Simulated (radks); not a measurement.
Charge is removed step by step from the 2p3/2 level of neutral chlorine, starting from [He] 2s2 2p(1/2: 2, 3/2: 4) 3s2 3p5. Method: Dirac Kohn-Sham, LDA (Slater exchange, Perdew-Wang correlation), spin-unpolarised, spherical densities, point nucleus; open shells fill j = l - 1/2 first; computed with a radial shooting solver on a logarithmic mesh with Libxc functionals.

| removed (e) | E - E(0) (eV) | eigenvalue (eV) | E minus straight line (eV) |
|---|---|---|---|
| 0 | 0.000 | -191.01 | 0.000 |
| 0.1 | 19.279 | -194.59 | -1.675 |
| 0.2 | 38.919 | -198.21 | -2.991 |
| 0.3 | 58.924 | -201.89 | -3.941 |
| 0.4 | 79.298 | -205.60 | -4.522 |
| 0.5 | 100.05 | -209.37 | -4.729 |
| 0.6 | 121.17 | -213.17 | -4.557 |
| 0.7 | 142.68 | -217.02 | -4.002 |
| 0.8 | 164.58 | -220.91 | -3.061 |
| 0.9 | 186.87 | -224.85 | -1.728 |
| 1 | 209.55 | -228.82 | 0.000 |

Removing the whole electron costs 209.55 eV by Delta-SCF, against 191.01 eV from minus the eigenvalue at the starting occupation. Slater's transition state (half an electron removed) gives 209.37 eV. Integrating minus the eigenvalue over the occupation (Janak's theorem) gives 209.55 eV. The mean slope of the eigenvalue, de/dn, is 37.8 eV per electron.
